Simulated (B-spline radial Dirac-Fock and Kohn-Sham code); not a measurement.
**Pb: input and output of one calculation**

ΔSCF core binding energies without Breit or QED terms, calculated with an atomic code on a B-spline grid. Keys: rel is the Hamiltonian (dirac, or spin-free x2c and nr, where L3 and M5 stand for the whole 2p and 3d shells), method is hf or an exchange,correlation pair (spin-unpolarised, also for the hole states), nuc the nuclear model, radius_factor scales its radius, rmax is the box in bohr, h the logarithmic mesh step, order the B-spline order, points the quadrature points per cell, c_factor scales the speed of light, and damp, ndamp, maxit and tol steer the iteration. The run stops when the commutator error falls below 10·tol·max(1, Z/10), or the numerical noise floor, and the energy has settled to about 1e-8 Ha; the virial ratio is −V/T.

Input (task.json):

```json
{"items": [{"Z": 82, "q": 0, "cfg": [[1, 0, 2], [2, 0, 2], [2, 1, 6], [3, 0, 2], [3, 1, 6], [3, 2, 10], [4, 0, 2], [4, 1, 6], [4, 2, 10], [4, 3, 14], [5, 0, 2], [5, 1, 6], [5, 2, 10], [6, 0, 2], [6, 1, 2]], "A": 208, "rrms": 5.5012, "do": "settings", "holes": ["K", "L3", "M5"],
  "settings": [{"rel": "dirac", "method": "hf", "nuc": "fermi", "radius_factor": 1.0, "rmax": 45.0, "h": 0.3, "order": 8, "points": 10, "c_factor": 1.0, "maxit": 90, "damp": 0.5, "ndamp": 3, "tol": 1e-08, "cfg": "1s2 2s2 2p6 3s2 3p6 3d10 4s2 4p6 4d10 4f14 5s2 5p6 5d10 6s2 6p4"}]}]}
```

Command: `python xray2_run.py task.json out`

Ground-state iterations:

```
iter   energy (Ha)        error
   1   -20911.78272175  2.23e+00
   2   -20911.63375925  2.64e-01
   3   -20913.45055276  3.73e-02
   4   -20913.51485454  2.51e-02
   5   -20913.37368593  4.85e-02
   6   -20913.53383988  1.68e-02
   7   -20913.52034568  2.47e-02
   8   -20913.54293059  1.82e-02
   9   -20913.53279828  1.94e-02
  10   -20913.53239910  2.08e-02
  11   -20913.52193774  2.30e-02
  12   -20913.51826509  2.36e-02
  13   -20913.52164185  2.28e-02
  14   -20913.53269096  2.05e-02
  15   -20913.53047660  2.11e-02
  23   -20913.64120231  3.20e-04
  27   -20913.64122826  6.03e-07
```

The ground state converged in 27 iterations, with total energy -20913.64123 Ha, virial ratio 1.86031 and highest orbital energy 0.95 eV. Holes are computed only in closed shells, and unreliable hole states are left out.

Task: One setting is unsound. Which, and why?

Result: cfg describes an anion whose outer electrons are not bound. With the default settings (Dirac Hartree-Fock): The ground state converged in 10 iterations, with total energy -20913.70281 Ha, virial ratio 1.86031 and highest orbital energy -5.98 eV. ΔSCF binding energies: K (1s) 88500.3 eV, L3 (2p3/2) 13080.8 eV, M5 (3d5/2) 2494.8 eV.
